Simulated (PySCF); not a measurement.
# Basis and Hamiltonian dependence of the ionisation energy of Pd

Pd [Kr] 4d10 (1S) → Pd⁺ [Kr] 4d9 (2D). All values are computed (PySCF 2.14, energy differences of UHF-based or UKS calculations, no spin-orbit coupling). Values in eV.

| basis | Hamiltonian | functions | UHF | LDA | PBE0 | MP2 (valence) | CCSD(T) (valence) | CCSD(T) (valence and next inner shell) |
| --- | --- | --- | --- | --- | --- | --- | --- | --- |
| def2-TZVP with the def2 core potential (28 electrons) | ECP | 40 | 6.281 | 9.186 | 8.359 | 7.982 | n/a | n/a |
| x2c-SVPall | spin-free X2C | 53 | 6.333 | n/a | 8.496 | 8.126 | n/a | n/a |
| aug-cc-pVDZ-PP with ECP28MDF | ECP | 54 | 6.298 | 9.252 | 8.417 | 8.549 | 8.204 | n/a |
| def2-TZVPPD with the def2 core potential (28 electrons) | ECP | 56 | 6.225 | 9.162 | 8.327 | 8.403 | 8.054 | 8.043 |
| x2c-TZVPall | spin-free X2C | 63 | 6.316 | 9.329 | 8.478 | 8.119 | n/a | n/a |
| ANO-RCC-VTZP | spin-free X2C | 68 | 6.289 | 9.444 | 8.512 | 8.716 | 8.313 | 8.357 |
| aug-cc-pwCVDZ-PP with ECP28MDF | ECP | 70 | 6.278 | 9.254 | 8.414 | 8.600 | 8.225 | 8.201 |
| x2c-TZVPPall | spin-free X2C | 79 | 6.267 | 9.306 | 8.448 | 8.528 | 8.143 | 8.154 |
| aug-cc-pVTZ-PP with ECP28MDF | ECP | 88 | 6.237 | 9.236 | 8.385 | 8.675 | 8.308 | n/a |
| x2c-TZVPPall with one added diffuse shell each of s, p, d, f type | spin-free X2C | 95 | 6.267 | 9.307 | 8.449 | 8.675 | 8.288 | 8.307 |
| aug-cc-pVTZ-DK | spin-free X2C | 102 | 6.256 | 9.329 | 8.453 | 8.721 | 8.334 | n/a |
| x2c-QZVPPall | spin-free X2C | 118 | 6.250 | 9.300 | 8.437 | 8.719 | n/a | n/a |
| aug-cc-pwCVTZ-DK | spin-free X2C | 136 | 6.248 | n/a | n/a | n/a | n/a | n/a |
| x2c-QZVPPall with one added diffuse shell each of s, p, d, f, g type | spin-free X2C | 143 | 6.250 | 9.299 | 8.437 | 8.746 | n/a | n/a |

Frozen in the all-electron rows: valence: [Kr]; valence and next inner shell: [Ar] 3d10; with a core potential, the same shells as far as they lie outside it.

Reference for a calculation without spin-orbit coupling: 8.512 eV (measured, between term centres; NIST).
